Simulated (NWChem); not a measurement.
System: C₂H₆NO cation; SMILES CC([NH3+])=O

Input file for NWChem:

```
start job
memory heap 200 mb stack 900 mb global 1100 mb
charge 1
geometry units angstroms noautosym nocenter noautoz
  C     -0.670577    -1.297606     0.036869
  C      0.231531    -0.126196     0.010795
  N     -0.552408     1.256227    -0.046605
  O      1.398366    -0.022338     0.024724
  H     -1.334237    -1.260771     0.916183
  H     -1.303341    -1.323688    -0.865356
  H     -0.057129    -2.206247     0.079328
  H      0.146788     2.012631    -0.065014
  H     -1.143034     1.336035    -0.886554
  H     -1.161169     1.393650     0.772707
end
basis spherical
  * library 6-31g*
end
dft
  xc hfexch
  iterations 150
end
property
  efieldgrad
end
task dft property
```

Output (shortened):

```
             Northwest Computational Chemistry Package (NWChem) 7.3.0
             --------------------------------------------------------

                             Geometry "geometry" -> ""
                             -------------------------

 Output coordinates in angstroms (scale by  1.889725989 to convert to a.u.)

  No.       Tag          Charge          X              Y              Z
 ---- ---------------- ---------- -------------- -------------- --------------
    1 C                    6.0000    -0.67057700    -1.29760600     0.03686900
    2 C                    6.0000     0.23153100    -0.12619600     0.01079500
    3 N                    7.0000    -0.55240800     1.25622700    -0.04660500
    4 O                    8.0000     1.39836600    -0.02233800     0.02472400
    5 H                    1.0000    -1.33423700    -1.26077100     0.91618300
    6 H                    1.0000    -1.30334100    -1.32368800    -0.86535600
    7 H                    1.0000    -0.05712900    -2.20624700     0.07932800
    8 H                    1.0000     0.14678800     2.01263100    -0.06501400
    9 H                    1.0000    -1.14303400     1.33603500    -0.88655400
   10 H                    1.0000    -1.16116900     1.39365000     0.77270700

 Effective nuclear repulsion energy (a.u.)     127.6971656077

  xc_inp: hfexch multiplicative factor not found.
                              NWChem Property Module
                              ----------------------

  itol2e modified to match energy
  convergence criterion.

                                 NWChem DFT Module
                                 -----------------

 Summary of "ao basis" -> "ao basis" (spherical)
 ------------------------------------------------------------------------------
       Tag                 Description            Shells   Functions and Types
 ---------------- ------------------------------  ------  ---------------------
 C                           6-31g*                  6       14   3s2p1d
 N                           6-31g*                  6       14   3s2p1d
 O                           6-31g*                  6       14   3s2p1d
 H                           6-31g*                  2        2   2s

  itol2e modified to match energy
  convergence criterion.

            General Information
            -------------------
          SCF calculation type: DFT
          Wavefunction type:  closed shell.
          No. of atoms     :    10
          No. of electrons :    32
           Alpha electrons :    16
            Beta electrons :    16
          Charge           :     1
          Spin multiplicity:     1
          Use of symmetry is: off; symmetry adaption is: off
          Maximum number of iterations: 150
          AO basis - number of functions:    68
                     number of shells:    36
          Convergence on energy requested:  1.00D-07
          Convergence on density requested:  1.00D-05
          Convergence on gradient requested:  5.00D-04

              XC Information
              --------------
                     Hartree-Fock (Exact) Exchange  1.000

      Superposition of Atomic Density Guess
      -------------------------------------

 Sum of atomic energies:        -207.35799401

 Renormalizing density from      33.00 to     32

      Non-variational initial energy
      ------------------------------

 Total energy =    -205.200993
 1-e energy   =    -517.456940
 2-e energy   =     184.558781
 HOMO         =      -0.726722
 LUMO         =      -0.330299

[...]

          -----------------------
          Electric field gradient
          -----------------------

 1 a.u. = 0.324123 10**(16) esu/cm**3  ( or statvolts/cm**2 ) = 0.97174 10**(22) v/m**2

 ------------------------------------------------------------
   Atom      X         Y         Z
 ------------------------------------------------------------
    1 C   -1.26721  -2.45212   0.06967
 ------------------------------------------------------------

 Electric field gradient in molecular frame (a.u.)
         XX             YY             ZZ             XY             XZ             YZ
 ------------------------------------------------------------------------------------------
        0.016554      -0.080418       0.063864      -0.166555       0.005118       0.002331

 Principal components (a.u.) and orientation
 of principal axis w.r.t. absolute frame                      Asymmetry parameter eta
 --------------------------------------------------------------------------------------
       -0.205492       0.141631       0.063861                       0.378458

        0.600218       0.799662      -0.016733
        0.799627      -0.599450       0.035459
       -0.018324       0.034663       0.999231

 ------------------------------------------------------------
   Atom      X         Y         Z
 ------------------------------------------------------------
    2 C    0.43753  -0.23848   0.02040
 ------------------------------------------------------------

 Electric field gradient in molecular frame (a.u.)
         XX             YY             ZZ             XY             XZ             YZ
 ------------------------------------------------------------------------------------------
        0.390986      -0.023612      -0.367374       0.377176      -0.001433      -0.005940

 Principal components (a.u.) and orientation
 of principal axis w.r.t. absolute frame                      Asymmetry parameter eta
 --------------------------------------------------------------------------------------
        0.614095      -0.367552      -0.246543                       0.197053

        0.860694      -0.014722      -0.508910
        0.509104       0.033403       0.860056
       -0.004337       0.999334      -0.036244

 ------------------------------------------------------------
   Atom      X         Y         Z
 ------------------------------------------------------------
    3 N   -1.04390   2.37392  -0.08807
 ------------------------------------------------------------

 Electric field gradient in molecular frame (a.u.)
         XX             YY             ZZ             XY             XZ             YZ
 ------------------------------------------------------------------------------------------
        0.029112       0.049118      -0.078230      -0.046434       0.002801      -0.004867

 Principal components (a.u.) and orientation
 of principal axis w.r.t. absolute frame                      Asymmetry parameter eta
 --------------------------------------------------------------------------------------
        0.086801      -0.078427      -0.008374                       0.807059

       -0.627657      -0.011343       0.778407
        0.777765       0.034003       0.627635
       -0.033588       0.999357      -0.012520

 ------------------------------------------------------------
   Atom      X         Y         Z
 ------------------------------------------------------------
    4 O    2.64253  -0.04221   0.04672
 ------------------------------------------------------------

 Electric field gradient in molecular frame (a.u.)
         XX             YY             ZZ             XY             XZ             YZ
 ------------------------------------------------------------------------------------------
       -0.376684       1.874051      -1.497366      -0.122426       0.020598      -0.115225

 Principal components (a.u.) and orientation
 of principal axis w.r.t. absolute frame                      Asymmetry parameter eta
 --------------------------------------------------------------------------------------
        1.884681      -1.501540      -0.383141                       0.593416

       -0.054339      -0.014644       0.998415
        0.997932       0.033581       0.054805
       -0.034330       0.999329       0.012789

 ------------------------------------------------------------
   Atom      X         Y         Z
 ------------------------------------------------------------
    5 H   -2.52134  -2.38251   1.73133
 ------------------------------------------------------------

 Electric field gradient in molecular frame (a.u.)
         XX             YY             ZZ             XY             XZ             YZ
 ------------------------------------------------------------------------------------------
       -0.006855       0.127548      -0.120693       0.004296       0.202911      -0.020523

 Principal components (a.u.) and orientation
 of principal axis w.r.t. absolute frame                      Asymmetry parameter eta
 --------------------------------------------------------------------------------------
       -0.275409       0.150597       0.124812                       0.093624

       -0.602653       0.728638       0.325416
        0.046998      -0.374672       0.925966
        0.796618       0.573330       0.191552

 ------------------------------------------------------------
   Atom      X         Y         Z
 ------------------------------------------------------------
    6 H   -2.46296  -2.50141  -1.63529
 ------------------------------------------------------------

 Electric field gradient in molecular frame (a.u.)
         XX             YY             ZZ             XY             XZ             YZ
 ------------------------------------------------------------------------------------------
        0.007024       0.129173      -0.136197      -0.010262      -0.198186       0.002218

[...]
```

Level: Hartree-Fock/6-31G* (spherical d). The geometry was optimised at PBE0/def2-SVP. NWChem prints the field gradient with the sign opposite to the second derivative of the potential.
